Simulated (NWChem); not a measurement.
System: GaICl2; SMILES [Cl][Ga]([Cl])[I]

NWChem printed, in part:

```
             Northwest Computational Chemistry Package (NWChem) 7.3.0
             --------------------------------------------------------

 C2V symmetry detected

                             Geometry "geometry" -> ""
                             -------------------------

 Output coordinates in angstroms (scale by  1.889725989 to convert to a.u.)

  No.       Tag          Charge          X              Y              Z
 ---- ---------------- ---------- -------------- -------------- --------------
    1 Ga                  31.0000     0.00000000     0.00000000    -0.78578181
    2 Cl                  17.0000     0.00000000     1.82304300    -1.88700881
    3 Cl                  17.0000     0.00000000    -1.82304300    -1.88700881
    4 I                   53.0000     0.00000000     0.00000000     1.67014219

 Effective nuclear repulsion energy (a.u.)     896.4046418414

      Symmetry information
      --------------------

 Group name             C2v
 Group number             16
 Group order               4
 No. of unique centers     3

 Summary of "ao basis" -> "ao basis" (spherical)
 ------------------------------------------------------------------------------
       Tag                 Description            Shells   Functions and Types
 ---------------- ------------------------------  ------  ---------------------
 Ga                        def2-svpd                14       38   6s4p4d
 Cl                        def2-svpd                11       27   5s4p2d
 I                         def2-svpd                13       35   5s5p3d

      Symmetry analysis of basis
      --------------------------

        a1         53
        a2         15
        b1         24
        b2         35

            General Information
            -------------------
          SCF calculation type: DFT
          Wavefunction type:  closed shell.
          No. of atoms     :     4
          No. of electrons :    90
           Alpha electrons :    45
            Beta electrons :    45
          Charge           :     0
          Spin multiplicity:     1
          Use of symmetry is: off; symmetry adaption is: on
          Maximum number of iterations: 150
          AO basis - number of functions:   127
                     number of shells:    49
          Convergence on energy requested:  1.00D-06
          Convergence on density requested:  1.00D-05
          Convergence on gradient requested:  5.00D-04

              XC Information
              --------------
          PerdewBurkeErnzerhof Exchange Functional  1.000
            Perdew 1991 LDA Correlation Functional  1.000 local
           PerdewBurkeErnz. Correlation Functional  1.000 non-local

             Grid Information
             ----------------
          Grid used for XC integration:  medium
          Radial quadrature: Mura-Knowles
          Angular quadrature: Lebedev.
          Tag              B.-S. Rad. Rad. Pts. Rad. Cut. Ang. Pts.
          ---              ---------- --------- --------- ---------
          Ga                  1.30      112          13.0       590
          Cl                  1.00       88          15.0       590
          I                   1.40      123          14.0       590
          Grid pruning is: on
          Number of quadrature shells:   411
          Spatial weights used:  Erf1

      Superposition of Atomic Density Guess
      -------------------------------------

 Sum of atomic energies:       -3188.76185140

      Non-variational initial energy
      ------------------------------

 Total energy =   -3138.954281
 1-e energy   =   -5636.425622
 2-e energy   =    1914.129971
 HOMO         =      -0.361051
 LUMO         =      -0.047671

      Symmetry analysis of molecular orbitals - initial
      -------------------------------------------------

  Numbering of irreducible representations:

     1 a1          2 a2          3 b1          4 b2

  Orbital symmetries:

     1 a1          2 a1          3 b2          4 a1          5 b2
     6 a1          7 b1          8 a1          9 b2         10 a1
    11 b2         12 a1         13 b1         14 b2         15 a2
    16 a1         17 a1         18 a1         19 b2         20 b1
    21 b2         22 a1         23 b1         24 a1         25 b2
    26 b1         27 a1         28 a2         29 a1         30 b2
    31 a1         32 a2         33 b1         34 a1         35 b2
    36 a1         37 a1         38 b2         39 a1         40 b1
    41 a2         42 b2         43 a1         44 b1         45 b2
    46 a1         47 b1         48 a1         49 a1         50 b2
    51 b1         52 b2         53 a1         54 a1         55 b2

 !! scf_movecs_sym_adapt:    3 vectors were symmetry contaminated

  Symmetry fudging

   convergence    iter        energy       DeltaE   RMS-Dens  Diis-err
 ---------------- ----- ----------------- --------- --------- ---------
 d= 0,ls=0.0,diis     1  -3141.8286186949 -3.73D+03  2.01D-02  6.85D-01

 !! scf_movecs_sym_adapt:    4 vectors were symmetry contaminated

  Symmetry fudging
 d= 0,ls=0.0,diis     2  -3141.6817223040  1.47D-01  1.27D-02  1.40D+00

 !! scf_movecs_sym_adapt:    8 vectors were symmetry contaminated

  Symmetry fudging
 d= 0,ls=0.0,diis     3  -3141.9014161670 -2.20D-01  2.28D-03  1.58D-01

 !! scf_movecs_sym_adapt:   10 vectors were symmetry contaminated

  Symmetry fudging
 d= 0,ls=0.0,diis     4  -3141.9160448759 -1.46D-02  6.35D-04  2.13D-02

 !! scf_movecs_sym_adapt:    2 vectors were symmetry contaminated

  Symmetry fudging
 d= 0,ls=0.0,diis     5  -3141.9174655744 -1.42D-03  2.41D-04  3.02D-04

 !! scf_movecs_sym_adapt:    4 vectors were symmetry contaminated

  Symmetry fudging
  Resetting Diis
 d= 0,ls=0.0,diis     6  -3141.9174851420 -1.96D-05  1.03D-04  8.20D-05

 !! scf_movecs_sym_adapt:    2 vectors were symmetry contaminated

  Symmetry fudging
 d= 0,ls=0.0,diis     7  -3141.9175009398 -1.58D-05  6.02D-05  5.19D-06

 !! scf_movecs_sym_adapt:    2 vectors were symmetry contaminated

  Symmetry fudging
 d= 0,ls=0.0,diis     8  -3141.9174989873  1.95D-06  3.60D-05  1.72D-05

 !! scf_movecs_sym_adapt:    2 vectors were symmetry contaminated

  Symmetry fudging
 d= 0,ls=0.0,diis     9  -3141.9175019094 -2.92D-06  2.65D-06  3.90D-08

 !! scf_movecs_sym_adapt:    2 vectors were symmetry contaminated

  Symmetry fudging
 d= 0,ls=0.0,diis    10  -3141.9175019144 -5.09D-09  6.31D-07  3.27D-09

         Total DFT energy =    -3141.917501914447
      One electron energy =    -5634.177768435785
           Coulomb energy =     2062.023463126533
    Exchange-Corr. energy =     -153.104565529416
 Nuclear repulsion energy =      583.341368924221

 Numeric. integr. density =       90.000000017806

                  Occupations of the irreducible representations
                  ----------------------------------------------

                     irrep           alpha         beta
                     --------     --------     --------
                     a1               20.0         20.0
                     a2                4.0          4.0
                     b1                8.0          8.0
                     b2               13.0         13.0

                       DFT Final Molecular Orbital Analysis
                       ------------------------------------

 Vector   43  Occ=2.000000D+00  E=-2.985937D-01  Symmetry=b2
              MO Center=  2.4D-11,  1.0D-09, -1.7D+00, r^2= 4.8D+00
   Bfn.  Coefficient  Atom+Function         Bfn.  Coefficient  Atom+Function
  ----- ------------  ---------------      ----- ------------  ---------------
    51      0.302370  2 Cl py                78      0.302370  3 Cl py
    52      0.299043  2 Cl pz                79     -0.299043  3 Cl pz
    48      0.248993  2 Cl py                75      0.248993  3 Cl py
    49      0.234481  2 Cl pz                76     -0.234481  3 Cl pz
    45      0.142686  2 Cl py                72      0.142686  3 Cl py

 Vector   44  Occ=2.000000D+00  E=-2.714902D-01  Symmetry=b1
              MO Center= -1.1D-11, -2.2D-10,  1.4D+00, r^2= 2.9D+00
   Bfn.  Coefficient  Atom+Function         Bfn.  Coefficient  Atom+Function
  ----- ------------  ---------------      ----- ------------  ---------------
   104      0.593312  4 I  px               107      0.493299  4 I  px
   101     -0.238584  4 I  px                98     -0.193351  4 I  px
    50     -0.107081  2 Cl px                77     -0.107081  3 Cl px
    47     -0.085980  2 Cl px                74     -0.085980  3 Cl px
    13      0.076635  1 Ga px                22      0.051535  1 Ga d  1

[...]

                                NWChem TDDFT Module
                                -------------------

            General Information
            -------------------
           No. of orbitals :     254
            Alpha orbitals :     127
             Beta orbitals :     127
        Alpha frozen cores :       0
         Beta frozen cores :       0
     Alpha frozen virtuals :       0
      Beta frozen virtuals :       0
         Spin multiplicity :       1
    Number of AO functions :     127
        Use of symmetry is : off
      Symmetry adaption is : on
         Schwarz screening :  0.10D-07

              XC Information
              --------------
   PerdewBurkeErnzerhof Exchange Functional   1.00
     Perdew 1991 LDA Correlation Functional   1.00 local
    PerdewBurkeErnz. Correlation Functional   1.00 non-local

             TDDFT Information
             -----------------
          Calculation type : Tamm-Dancoff TDDFT
         Wavefunction type : Restricted singlets
          No. of electrons :      90
           Alpha electrons :      45
            Beta electrons :      45
              No. of roots :       6
          Max subspacesize :    5200
            Max iterations :     100
               Target root :       1
           Target symmetry : none
      Symmetry restriction : off
                 Algorithm : Optimal
        Davidson threshold :  0.10D-03

    6 smallest eigenvalue differences (eV)
--------------------------------------------------------
  No. Spin  Occ  Vir  Irrep   E(Occ)    E(Vir)   E(Diff)
--------------------------------------------------------
    1    1   45   46 b2       -0.263    -0.121     3.867
    2    1   44   46 b1       -0.271    -0.121     4.086
    3    1   45   47 a2       -0.263    -0.095     4.585
    4    1   44   47 a1       -0.271    -0.095     4.804
    5    1   43   46 b2       -0.299    -0.121     4.823
    6    1   42   46 a1       -0.301    -0.121     4.888
--------------------------------------------------------

  Entering Davidson iterations
  Restricted singlet excited states

  Iter   NTrls   NConv    DeltaV     DeltaE      Time
  ----  ------  ------  ---------  ---------  ---------
    1      6       0     0.12E+00   0.10+100       15.6
    2     12       0     0.84E-01   0.22E-01       10.2
    3     18       1     0.16E-01   0.16E-01       10.4
    4     23       1     0.48E-02   0.34E-03       12.2
    5     28       4     0.56E-03   0.25E-04       11.3
    6     30       6     0.99E-04   0.26E-06        9.4
  ----  ------  ------  ---------  ---------  ---------
  Convergence criterion met

  Ground state a1      -3141.917501914447 a.u.

  ----------------------------------------------------------------------------
  Root   1 singlet b2             0.149570072 a.u.                4.0700 eV
  ----------------------------------------------------------------------------
     Transition Moments    X -0.00000   Y  0.28691   Z -0.00000
     Dipole Oscillator Strength                    0.0082081222
     Electric Quadrupole                           0.0000000000
     Magnetic Dipole                               0.0000000602
     Total Oscillator Strength                     0.0082081824

     Occ.   45  b2  ---  Virt.   46  a1      -0.99641
  ----------------------------------------------------------------------------
  Root   2 singlet b1             0.156296583 a.u.                4.2530 eV
  ----------------------------------------------------------------------------
     Transition Moments    X -0.20915   Y -0.00000   Z  0.00000
     Dipole Oscillator Strength                    0.0045581928
     Electric Quadrupole                           0.0000000264
     Magnetic Dipole                               0.0000000103
     Total Oscillator Strength                     0.0045582295

     Occ.   44  b1  ---  Virt.   46  a1       0.99835
  ----------------------------------------------------------------------------
  Root   3 singlet a2             0.169948099 a.u.                4.6245 eV
  ----------------------------------------------------------------------------
     Transition Moments    X  0.00000   Y -0.00000   Z  0.00001
     Dipole Oscillator Strength                    0.0000000000
     Electric Quadrupole                           0.0000000023
     Magnetic Dipole                               0.0000001298
     Total Oscillator Strength                     0.0000001321

     Occ.   45  b2  ---  Virt.   47  b1      -0.99978
  ----------------------------------------------------------------------------
  Root   4 singlet a1             0.183427315 a.u.                4.9913 eV
  ----------------------------------------------------------------------------
     Transition Moments    X -0.00000   Y  0.00000   Z -0.02882
     Dipole Oscillator Strength                    0.0001015347
     Electric Quadrupole                           0.0000000107
     Magnetic Dipole                               0.0000000000
     Total Oscillator Strength                     0.0001015454

     Occ.   42  a1  ---  Virt.   46  a1       0.65607
     Occ.   44  b1  ---  Virt.   47  b1       0.75005
  ----------------------------------------------------------------------------
  Root   5 singlet b2             0.183473023 a.u.                4.9926 eV
  ----------------------------------------------------------------------------
     Transition Moments    X  0.00000   Y -0.30938   Z -0.00000
     Dipole Oscillator Strength                    0.0117079017
     Electric Quadrupole                           0.0000000134
     Magnetic Dipole                               0.0000000000
     Total Oscillator Strength                     0.0117079151

     Occ.   38  b2  ---  Virt.   46  a1       0.06326
     Occ.   41  a2  ---  Virt.   47  b1       0.10046
     Occ.   43  b2  ---  Virt.   46  a1       0.99093
  ----------------------------------------------------------------------------
  Root   6 singlet a1             0.199399551 a.u.                5.4259 eV
  ----------------------------------------------------------------------------
     Transition Moments    X  0.00000   Y  0.00000   Z -1.03597
     Dipole Oscillator Strength                    0.1426672295
     Electric Quadrupole                           0.0000000171
     Magnetic Dipole                               0.0000000000
     Total Oscillator Strength                     0.1426672466

     Occ.   39  a1  ---  Virt.   46  a1      -0.41739
     Occ.   42  a1  ---  Virt.   46  a1       0.68004
     Occ.   44  b1  ---  Virt.   47  b1      -0.57197
     Occ.   45  b2  ---  Virt.   50  b2       0.15230

              Target root =      1
          Target symmetry = none
      Ground state energy =  -3141.917501914447
        Excitation energy =      0.149570072292
     Excited state energy =  -3141.767931842155

  stored tddft:energy   -3141.7679318421551
```

Level: PBE/def2-SVPD with def2 effective core potentials on I, TDA. Structure relaxed at the PBE0/def2-SVP level. No frequency run checked for a minimum. def2 effective core potentials on I; no spin-orbit coupling.

Problem. Write an input that gives this output.

Solution. Several could match; the one computed here: the input that was run:
```
start job
memory heap 200 mb stack 900 mb global 1100 mb
geometry units angstroms noautoz
  Ga     0.000000     0.000000    -0.770105
  Cl     0.000000     1.823043    -1.871332
  Cl     0.000000    -1.823043    -1.871332
  I      0.000000     0.000000     1.685819
end
basis spherical
  * library def2-svpd
end
ecp
  I library def2-ecp
end
dft
  xc xpbe96 cpbe96
  iterations 150
end
tddft
  cis
  nroots 6
  notriplet
end
task tddft energy
```
